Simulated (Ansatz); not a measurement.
CH5IOSi, SMILES `C[SiH](O)I`. Charge 0, multiplicity 1. I takes the def2 core potential. All single points use the PBE0-D4/def2-TZVP geometry. It is one conformer, not always the lowest.

```xyz
9

C    -0.304    0.623    0.998
Si    0.419   -0.498   -0.291
O     0.715    0.254   -1.716
I    -1.160   -2.350   -0.646
H    -0.438    0.083    1.938
H     0.368    1.468    1.172
H    -1.277    1.007    0.686
H     1.709   -1.084    0.127
H    -0.031    0.497   -2.266
```

(1) What is the dipole moment at r2SCAN/def2-TZVPP? (An estimate is asked.)

(2) And with PBE, B3LYP, ωB97M-V? (Best estimate.)

(3) Give the Mulliken charges with r2SCAN, ωB97M-V, B3LYP in def2-TZVPP. (An estimate is asked.)

Results:

(1) The calculation gave: 1.98 D, with components (-0.51, 1.87, 0.45) D in this frame, pointing from negative to positive charge.

(2) The calculation gave: PBE 1.92 D, B3LYP 1.92 D, ωB97M-V 1.97 D.

(3) Ansatz gave: 
```json
{"atom": "C1", "r2SCAN": "-0.31", "ωB97M-V": "-0.44", "B3LYP": "-0.38"}
{"atom": "Si2", "r2SCAN": "0.56", "ωB97M-V": "0.45", "B3LYP": "0.53"}
{"atom": "O3", "r2SCAN": "-0.40", "ωB97M-V": "-0.37", "B3LYP": "-0.38"}
{"atom": "I4", "r2SCAN": "-0.23", "ωB97M-V": "-0.20", "B3LYP": "-0.22"}
{"atom": "H5", "r2SCAN": "0.09", "ωB97M-V": "0.13", "B3LYP": "0.12"}
{"atom": "H6", "r2SCAN": "0.09", "ωB97M-V": "0.13", "B3LYP": "0.11"}
{"atom": "H7", "r2SCAN": "0.08", "ωB97M-V": "0.12", "B3LYP": "0.10"}
{"atom": "H8", "r2SCAN": "-0.08", "ωB97M-V": "-0.02", "B3LYP": "-0.07"}
{"atom": "H9", "r2SCAN": "0.20", "ωB97M-V": "0.18", "B3LYP": "0.19"}
```

B3LYP here is the variant with VWN-RPA as its local correlation; programs differ in this.
